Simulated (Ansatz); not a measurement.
Consider the cleavage of the Si–Si bond: `O[SiH](Cl)[SiH2]F` + `[SH][GeH2][Cl]` → `O[SiH](Cl)[S][GeH2][Cl]` + `F[SiH3]`.

Gas-phase electronic energies from Ansatz, PBE0-D4/def2-TZVP geometries. CCSD(T)/CBS is the MP2 limit (def2-TZVPP, def2-QZVPP) plus CCSD(T) − MP2 in def2-TZVPP, frozen cores. This one scheme is used for every species. Functionals use def2-TZVPP. For Ge outer-core shells are correlated without core-valence functions, which leaves a few kJ/mol of doubt a bond. Scalar relativity is left out up to krypton. Each species was taken in one conformer, which may not be the lowest.

```tsv
level	ΔE (kJ/mol)
PBE-D4	-76.8
SCS-MP2/def2-TZVPP	-98.1
CCSD/def2-TZVPP	-88.0
CCSD/CBS(def2)	-90.2
```

Task: What does CCSD(T)/CBS give? (An estimate is asked.)

Result: The calculation gave: -92.7 kJ/mol. The listed levels differ from it by 15.9, -5.4, 4.7, 2.5 kJ/mol.

Largest T1 diagnostic among the species: 0.012.

In def2-TZVPP, CCSD(T) changes the Hartree–Fock value by −4.8 kJ/mol (the triples alone add −2.5 kJ/mol) and MP2 by −18.3 kJ/mol. The D4 term adds −12.0 kJ/mol with B3LYP and −6.5 kJ/mol with PBE0; it sums over pairs of atoms, weighted by their polarisabilities, and B3LYP, whose exchange is more repulsive, gets the larger term.

B3LYP here is the variant with VWN-RPA as its local correlation; programs differ in this.
